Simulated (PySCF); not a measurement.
Ga(GeH3)2(OMe), SMILES [O](C)[Ga]([GeH3])[GeH3] (CH₉GaGe₂O), PBE0/def2-SVP optimised geometry.

```
14

Ga     0.25     0.25     0.00
Ge     1.92    -0.57    -1.58
H      2.88     0.56    -2.01
H      2.77    -1.69    -0.94
H      1.27    -1.15    -2.85
Ge    -2.20     0.25     0.00
H     -2.77     1.69     0.00
H     -2.76    -0.46    -1.25
H     -2.77    -0.46     1.24
O      1.04     1.00     1.43
C      0.43     1.58     2.54
H      0.72     1.05     3.46
H      0.74     2.64     2.64
H     -0.68     1.57     2.49
```

Density from PBE0/def2-TZVP in PySCF at that geometry.

Minimum of the electron density along straight lines between bonded atoms, close to the bond critical point (lines longer than 1.1 times the sum of covalent radii, or with two minima, are not listed):

```tsv
bond	length / Å	ρ at the minimum / e bohr⁻³	∇²ρ there / e bohr⁻⁵	position (fraction from the first atom)
Ga1–Ge2	2.442	0.077	-0.05	0.47
Ge2–H3	1.541	0.131	0.06	0.59
Ge2–H4	1.542	0.131	0.06	0.59
Ge2–H5	1.542	0.131	0.06	0.59
Ga1–Ge6	2.457	0.076	-0.05	0.46
Ge6–H7	1.543	0.130	0.06	0.59
Ge6–H8	1.542	0.131	0.06	0.59
Ge6–H9	1.543	0.130	0.06	0.59
Ga1–O10	1.792	0.130	0.72	0.48
O10–C11	1.393	0.270	?	0.65
C11–H12	1.105	0.276	-0.95	0.64
C11–H13	1.105	0.276	-0.95	0.64
C11–H14	1.109	0.273	-0.92	0.64
```

Q: Some entries are withheld; supply them.

A: 
- O10–C11, ∇²ρ there / e bohr⁻⁵: -0.58
